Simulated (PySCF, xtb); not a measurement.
C5H9N, SMILES CN1CC(C1)=C.

GFN2-xTB (xtb 6.7.1) at its own geometry gives an orbital gap of 3.99 eV and a dipole moment of 1.10 D.

Geometry: B3LYP-D3(BJ)/def2-SVP.

Q: What does HF/def2-TZVP run with PySCF give? (Estimate from the structure and the level; the computed values follow.)

A: gap 13.09 eV (levels -9.30 and 3.79 eV), dipole 0.87 D.
